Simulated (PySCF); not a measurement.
Stepwise substitution at one centre (B Br-H). All species are isolated molecules in the gas phase. Strings in code marks are SMILES.

The T1 excitation (TDA) from two functionals at the same geometries (PBE0-D4/def2-TZVP), both in PySCF: PBE-D3(BJ)/def2-TZVP and B3LYP-D3(BJ)/def2-TZVP. B3LYP has the VWN-RPA correlation part, as in Gaussian. Excitations are Tamm–Dancoff values on a coarser integration grid. The basis has no diffuse functions, so Rydberg states are missing or too high.

```tsv
species	PBE-D3(BJ)/def2-TZVP (eV)
0 of 3 Br replaced by H	4.00
1 of 3 Br replaced by H (`BrBBr`)	4.23
2 of 3 Br replaced by H (`BBr`)	3.76
```

Task: What does B3LYP-D3(BJ)/def2-TZVP give for each?

Result: 
- 0 of 3 Br replaced by H: 4.44
- 1 of 3 Br replaced by H (`BrBBr`): 4.65
- 2 of 3 Br replaced by H (`BBr`): 4.15
Over these rows, drawn at random from the members with no instability flagged (it was tested for open shells, ions and some series alone), PBE minus B3LYP-D3(BJ): mean -0.42 eV, from -0.44 eV to -0.39 eV.
